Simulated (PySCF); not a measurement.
# `C=C[C@@H]1C[P@@+]1([AlH3-])P`, C4H11AlP2

Geometry (Å), atoms numbered from 1 in this order:
```xyz
18

C    -2.966    0.442    1.368
C    -1.863   -0.154    0.942
C    -1.016    0.370   -0.132
C    -0.131   -0.553   -0.901
P     0.813    0.505    0.281
Al    2.193   -1.552    0.657
P     1.479    2.029   -1.102
H    -3.314    1.366    0.936
H    -3.563    0.029    2.161
H    -1.520   -1.078    1.392
H    -1.417    1.228   -0.666
H    -0.007   -0.368   -1.962
H    -0.173   -1.609   -0.640
H     3.343   -0.773    1.387
H     2.470   -1.997   -0.826
H     1.088   -2.325    1.458
H     1.799    2.933   -0.088
H     2.776    1.513   -1.131
```

Level of theory: GIAO BHandHLYP/pcSseg-1 magnetisability, rotational g tensor and spin-rotation constants, non-relativistic, gas phase in PySCF 2.14.0. Geometry: GFN2-xTB.

**Question.** Give the nuclear spin-rotation constants along the inertial axes (H = +C I·J) beside the isotropic shieldings.

**Answer.** Rotational constants 1.5946, 1.0551, 0.7150 GHz. A star marks the isotopologue with that one atom substituted, in its own axes.
```
atom  isotope  Caa (kHz)  Cbb (kHz)  Ccc (kHz)  mean (kHz)  σ (ppm)
  P5      31P      1.461      0.229      0.983       0.891    621.9
 Al6     27Al      0.952      0.608      0.397       0.652    427.8
  P7      31P      1.749      1.013      0.839       1.200    524.4
  H8       1H     -0.153      0.092     -0.085      -0.048     26.2
  H9       1H     -0.009     -0.033     -0.067      -0.036     26.4
 H10       1H     -0.160      0.091     -0.083      -0.051     26.3
 H11       1H     -0.144      0.018     -0.083      -0.070     29.1
 H12       1H     -0.155     -0.088     -0.014      -0.086     29.8
 H13       1H     -0.166     -0.005     -0.066      -0.079     29.8
 H14       1H     -0.055     -0.070     -0.012      -0.046     27.5
 H15       1H     -0.089     -0.075      0.002      -0.054     27.8
 H16       1H     -0.011     -0.043     -0.059      -0.038     28.0
 H17       1H     -0.182     -0.109      0.015      -0.092     29.4
 H18       1H      0.008     -0.088     -0.082      -0.054     29.2
  C1     13C*      0.476      0.470      0.116       0.354     61.3
  C2     13C*      0.522      0.527      0.130       0.393     40.2
  C3     13C*      0.326      0.163      0.128       0.206    143.4
  C4     13C*      0.232      0.154      0.145       0.177    153.1
```
For the geometry as given, no vibrational averaging.

**Question.** How do the rotational constants and the g tensor change when H8, H9, H10, H11, H12, H13, H14, H15, H16, H17, H18 are replaced by deuterium?

**Answer.** Constants 1.3986, 0.9120, 0.6325 GHz; g -0.0174, -0.0089, -0.0079, against -0.0198, -0.0103, -0.0090 before.
